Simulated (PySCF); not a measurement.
Compound: C₇H₁₂OSSi.
SMILES with atom numbers: `[CH2:1]=[C:2]([CH3:3])[C@@H:4]1[CH2:5][S:6][Si@@H:7]([OH:8])[C:9]1=[CH2:10]`

Probes without a nucleus sit at each ring's centroid and 1 Å off its mean plane on both sides; NICS is minus the shielding there, NICSzz its component along the normal. Level: GIAO PBE0/pcSseg-1 (PySCF, non-relativistic, gas phase) on the GFN2-xTB geometry, one conformer.

Ring bond lengths (Å), with Mayer bond orders in brackets: C4–C5 1.527 (1.03), C5–S6 1.838 (0.98), S6–Si7 2.149 (0.94), Si7–C9 1.883 (0.81), C9–C4 1.507 (0.95).

Question: Give the NICS values of each ring in ppm.

Answer: 
```csv
ring,type,NICS(0),"NICS(1), two faces","NICS(1)zz, two faces",rms pucker (Å),"centre to ring atoms, mean (Å)"
C4–C5–S6–Si7–C9,5-membered ring with S and Si; formal bonds all single,-4.8,-3.5 / -3.3,-1.6 / -3.8,0.18,1.48
```

Question: What do they say, and how far can they be read as aromaticity?

Answer: 
- C4–C5–S6–Si7–C9: mean NICS(1)zz -2.7 ppm, near zero. C4, C5, Si7 have four or more neighbours; no verdict on aromaticity is drawn.

Question: What is the mean of the two in-plane components of NICS at the first NICS(1) probe listed for ring C4–C5–S6–Si7–C9, 1 Å off the ring?

Answer: The isotropic value is a third of the trace: (3 × -3.5 − (-1.6))/2 = -4.5 ppm.

Question: What are the shieldings of the ring atoms and their hydrogens in the same run (means over atoms taken as equivalent)?

Answer: 
```
   atoms                      environment  σ isotropic (ppm)  principal values of the symmetric part, first atom (ppm)
      C4                   allylic carbon              129.2                                       118.1, 126.0, 143.7
      C5       sp3 carbon bound to sulfur              148.3                                       122.9, 155.8, 166.3
      S6        sulfur bonded to C and Si              627.0                                       520.5, 625.6, 735.0
     Si7             oxygen-bound silicon              352.7                                       305.5, 348.0, 404.4
      C9  fully substituted alkene carbon               27.0                                        -77.6, 12.8, 145.8
 H on C4                 methine hydrogen              29.09                                          25.1, 28.9, 33.2
 H on C5               methylene hydrogen              28.30                                          21.7, 27.6, 35.6
 H on C5               methylene hydrogen              28.78                                          23.9, 27.0, 35.4
H on Si7                    Si–H hydrogen              26.30                                          21.8, 25.8, 31.3
```

The run took 2.0 min of wall time on an Arm Neoverse N1 with one thread (shared host), and the process peaked at 1.1 GiB of memory. This is the whole shielding run at PBE0/pcSseg-1, SCF included.
